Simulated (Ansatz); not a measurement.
Cost and result for the atomization energy of CH7NOSi2 (12 atoms, 11 bonds).

Cartesian coordinates in Å:
```
C 0.287 1.073 -0.391
N -0.165 -0.250 0.026
Si 0.476 -0.819 1.542
Si -1.232 -1.295 -0.866
O -1.504 -0.468 -2.272
H 0.495 1.712 0.473
H 1.202 1.024 -0.991
H -0.481 1.591 -0.974
H 1.962 -0.911 1.485
H 0.127 0.136 2.629
H -0.105 -2.156 1.812
H -1.063 0.362 -2.473
```

Total charge 0; spin multiplicity 1. The bonds changed during the relaxation, so this is another structure than the one it started from. All single points use the PBE0-D4/def2-TZVP geometry. It is one conformer, not always the lowest. Program: Ansatz. All runs use 4 threads of an Arm Neoverse V2 on a shared host. Times are those of one run each, without the atoms' runs, and a repeat can differ threefold. Electronic energies, without spin–orbit coupling; frozen cores. CCSD(T)/CBS adds CCSD(T) − MP2 in def2-TZVPP to the MP2 limit, and its time is that of the two runs behind it. T1 = 0.014. B3LYP takes the VWN-RPA correlation (the form of Gaussian; ORCA's B3LYP/G).

CCSD(T)/CBS is a level of theory with its own doubt, some kJ/mol a heavy atom from the limit and from the frozen cores, so smaller differences don't rank the functionals.

```tsv
level	functions	atomization (kcal/mol)	difference from CCSD(T)/CBS	per bond
CCSD(T)/CBS(def2)	–	1025.4	0.0	0.0
CCSD(T)/def2-TZVPP	275	995.1	-30.3	-2.7
B3LYP-D4/def2-TZVPP (with forces)	275	1025.0	-0.4	0.0
r2SCAN-D4/def2-TZVPP (with forces)	275	1019.4	-6.0	-0.5
ωB97M-V/def2-TZVPP (with forces)	275	1029.3	3.9	0.4
PBE-D4/def2-TZVPP (with forces)	275	1034.0	8.6	0.8
ωB97X-V/def2-TZVPP	275	1028.5	3.1	0.3
B2PLYP/def2-TZVPP	275	1011.6	-13.8	-1.3
PBE0-D4/def2-TZVPP	275	1015.7	-9.7	-0.9
MP2/def2-QZVPP	521	1025.3	-0.1	0.0
```

**Question.** Order the runs by time, with rough figures. (An estimate is asked.)

**Answer.** The calculation gave: PBE-D4/def2-TZVPP (with forces) 2.4 s; PBE0-D4/def2-TZVPP 2.9 s; r2SCAN-D4/def2-TZVPP (with forces) 4.3 s; B3LYP-D4/def2-TZVPP (with forces) 4.3 s; B2PLYP/def2-TZVPP 5.5 s; ωB97X-V/def2-TZVPP 7.5 s; ωB97M-V/def2-TZVPP (with forces) 11 s; MP2/def2-QZVPP 21 s; CCSD(T)/def2-TZVPP 2.5 min; CCSD(T)/CBS(def2) 2.8 min.

The D4 term adds +11.6 kcal/mol with B3LYP and +6.1 kcal/mol with PBE0; it sums over pairs of atoms, weighted by their polarisabilities, and B3LYP, whose exchange is more repulsive, gets the larger term. In def2-TZVPP, CCSD(T) changes the Hartree–Fock value by +265.9 kcal/mol (the triples alone add +15.1 kcal/mol) and MP2 by +277.8 kcal/mol; breaking electron pairs costs correlation energy, which Hartree–Fock lacks. From PBE to PBE0 (25 % exact exchange), in def2-TZVPP and without D4, the atomization energy moves by −17.2 kcal/mol: exact exchange takes away binding that semilocal exchange gives to molecules.
